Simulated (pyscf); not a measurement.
Single points on ωB97X-D3(BJ)/def2-SVP structures (PySCF, gas phase).

Task: What is the homolytic dissociation enthalpy (298 K, ωB97M-D3(BJ)/def2-TZVP) of the C–Zn bond of H₃C–Zn–CH₂–SeH (SMILES [CH3][Zn][CH2][SeH]), to [H₃C–Zn]• + •H₂C–SeH?

Result: C–Zn to [H₃C–Zn]• + •H₂C–SeH: 65.5 kcal/mol. The 7 functionals that were run give +60.5 (B3LYP-D3(BJ)) to +69.5 kcal/mol (ωB97X-D3(BJ)). The radicals are drawn with the spin at the cut bond; how far it spreads was not checked. •H₂C–SeH lies 23.0 kcal/mol over its isomer H₃C–Se•, and others may lie lower still (electronic energy, ωB97M-D3(BJ)). Other isomers of [H₃C–Zn]• were not searched in full and may lie lower. Elements up to Kr have no core potential and no relativistic terms here.
